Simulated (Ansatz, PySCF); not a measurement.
BFBr₂, SMILES FB(Br)Br. Atoms are numbered in the order given.

```xyz
4

B      0.0000     0.0000    -0.6219
F      0.0000     0.0000    -1.9341
Br     0.0000    -1.6720     0.3068
Br     0.0000     1.6720     0.3068
```
Charge 0, spin multiplicity 1.

Geometry: B3LYP-D3(BJ)/def2-SVP.

Two levels are set side by side: PBE-D3(BJ)/def2-SVP (Ansatz, a program for electronic structure) and B3LYP-D3(BJ)/def2-SVP (Ansatz). Each level has its own optimised geometry; the coordinates shown are those of the second. Frequencies come from the Hessian of PySCF at each geometry. Differences are taken from unrounded values.

| quantity | B3LYP-D3(BJ) |
|---|---|
| mean bond length (Å) | 1.712 |
| bond B1–F2 (Å) | 1.312 |
| bond B1–Br3 (Å) | 1.913 |
| bond B1–Br4 (Å) | 1.913 |
| highest harmonic wavenumber (cm⁻¹) | 1329 |
| mean harmonic wavenumber (cm⁻¹) | 594 |
| zero-point energy (kcal/mol) | 5.10 |

**Question.** What does PBE-D3(BJ) give, and how far is it from B3LYP-D3(BJ)? (Estimate from the structure and the level; the computed values follow.)

**Answer.** 
| quantity | PBE-D3(BJ) | PBE-D3(BJ) minus B3LYP-D3(BJ) |
|---|---|---|
| mean bond length (Å) | 1.716 | 0.004 |
| bond B1–F2 (Å) | 1.323 | 0.011 |
| bond B1–Br3 (Å) | 1.913 | 0.001 |
| bond B1–Br4 (Å) | 1.913 | 0.001 |
| highest harmonic wavenumber (cm⁻¹) | 1293 | -36 |
| mean harmonic wavenumber (cm⁻¹) | 582 | -13 |
| zero-point energy (kcal/mol) | 4.99 | -0.11 |
